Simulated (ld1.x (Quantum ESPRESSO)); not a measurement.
Ta: TM pseudisation with PBE, scalar-relativistic reference atom.

* Element: Ta (Z = 73)
* Generator: ld1.x (Quantum ESPRESSO) 7.5
* Type: norm-conserving Troullier–Martins (Kleinman–Bylander form)
* Functional: PBE
* Relativity: scalar-relativistic
* Frozen core: [Kr] 4d10 4f14
* Valence charge: 13
* Reference configuration: 5s2 5p6 5d2 6s0 6p0 (charge +3)
* Partial waves: 5p (bound): rc 1.80 bohr; 5d (bound): rc 2.50 bohr; 5s (bound): rc 1.10 bohr
* Local potential: the s channel
* Core correction: Bessel-smoothed model core inside 0.55 bohr

All-electron outer shells of the reference configuration (PBE, scalar-relativistic, ld1.x):

```csv
shell,level (eV),outermost node (bohr),outermost maximum (bohr)
5s,-101.03,0.54,0.98
5p,-67.14,0.58,1.12
4f,-52.86,–,0.44
5d,-29.13,0.65,1.51
6s,-27.18,1.30,2.45
6p,-20.10,1.53,2.96
```

Calculated quality:

| Item | Value |
| --- | --- |
| Cutoffs needed | 100 Ry and 180 Ry (the cutoffs (Ry, on a coarse ladder) from which the occupation-weighted sum of valence levels, in a spherical-Bessel basis at the reference potential, stays within 10 and 1 mRy of its value at 400 Ry) |
| Ghost test | no extra level below or beside the all-electron valence levels (p, d, s, f tested) (spherical-Bessel basis up to 400 Ry, 20 bohr box) |
| Largest excitation error | +113 meV (all-electron minus pseudo) for 5s2 5p6 5d3 6s2 6p0, out of 7 test configurations |

Generation and tests took about 2 s on one core of a shared server CPU.
